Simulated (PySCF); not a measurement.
# What a mistake does to a calculation on B2CGeH5 cation

These are calculations, not measurements. They come from PySCF 2.14.0, an open-source quantum chemistry program, on an isolated molecule that a program drew, which may never have been made. The molecule is B2CGeH5 cation (charge +1, singlet), drawn as the SMILES string `C=B[BH][GeH2+]`.

Each row is a Hartree-Fock (HF) and frozen-core CCSD(T) single point in the cc-pVDZ basis, meant for a local HF minimum. Run 1 is clean. Each other run has one planted mistake out of seven kinds, and not every kind appears here: one electron removed, one electron added, multiplicity raised by two, geometry at a saddle point, minimal basis STO-3G, one bond length entered in bohr, all coordinates scaled. The reference is restricted for singlets and unrestricted otherwise, and also for a bond in bohr. Adding or removing an electron swaps singlet and doublet. Electrons count all cores. HOMO and LUMO are orbital energies over both spins, the gradient is its largest component, and the lowest frequency (negative if imaginary) is given only where the gradient is small. Bond lengths are over the 8 bonds as drawn. T1 is the CCSD diagnostic: over 0.02 (restricted) or 0.045 (unrestricted) a single reference is doubtful. Germanium has the cc-pVDZ-PP basis, with a core potential (ECP10MDF) in place of its 10 inner electrons, and its 3s, 3p and 3d shells are frozen in CCSD(T).

Geometry of the clean run:
```xyz
9
B2CGeH5 cation, angstrom
C    -0.1541    0.1679    3.3830
B     0.0498    0.4763    2.0362
B     0.2780    0.8171    0.4735
Ge   -0.3074   -0.4472   -1.0495
H    -0.6304   -0.7508    3.7110
H     0.1574    0.8397    4.1775
H     0.7965    1.8140    0.0687
H    -1.6642   -0.3674   -1.7270
H     0.5951   -1.5142   -1.6438
```

```
run,electrons,basis functions,<S^2>,HOMO (eV),LUMO (eV),gradient (hartree/bohr),lowest frequency (cm^-1),mean bond (Å),longest bond (Å),T1,HF (hartree),CCSD(T) (hartree),mistake
1,52,90,0.000,-13.24,-5.56,9.2e-06,93,1.4350,2.064,0.0217,-383.17142,-383.59839,no fault
2,52,90,0.000,-13.37,-6.25,7.6e-06,-139,1.4399,2.106,0.0251,-383.16738,-383.59622,geometry at a saddle point
3,52,90,1.344,-13.39,-5.37,5.8e-02,-,1.5557,2.064,0.0746,-383.05182,-383.45727,one bond length entered in bohr
4,53,90,1.073,-7.10,0.84,2.5e-02,-,1.4350,2.064,0.0482,-383.40794,-383.84285,?
5,52,90,0.000,-12.71,-5.57,3.6e-02,-,1.5268,2.196,0.0231,-383.14254,-383.58072,?
```

**Which mistake was planted in run 4, and what did it cost?**

It counts 53 electrons, one more than the clean run, at the same geometry and basis. So the mistake is: one electron added. Subtracting run 1 and multiplying by 627.51 kcal/mol a hartree, the energy moved by -148.4 kcal/mol in HF and -153.4 kcal/mol in CCSD(T).

**Which mistake was planted in run 5, and what did it cost?**

The mean and the longest bond both change by the same factor, 1.064, and the gradient is no longer small. So the mistake is: all coordinates scaled. Subtracting run 1 and multiplying by 627.51 kcal/mol a hartree, the energy moved by 18.1 kcal/mol in HF and 11.1 kcal/mol in CCSD(T).

Cautions from the logs. Run 1: T1 is over the limit, so its CCSD(T) energy is less reliable; run 2: T1 is over the limit, so its CCSD(T) energy is less reliable; run 3: T1 is over the limit, so its CCSD(T) energy is less reliable; run 4: T1 is over the limit, so its CCSD(T) energy is less reliable; run 5: T1 is over the limit, so its CCSD(T) energy is less reliable.
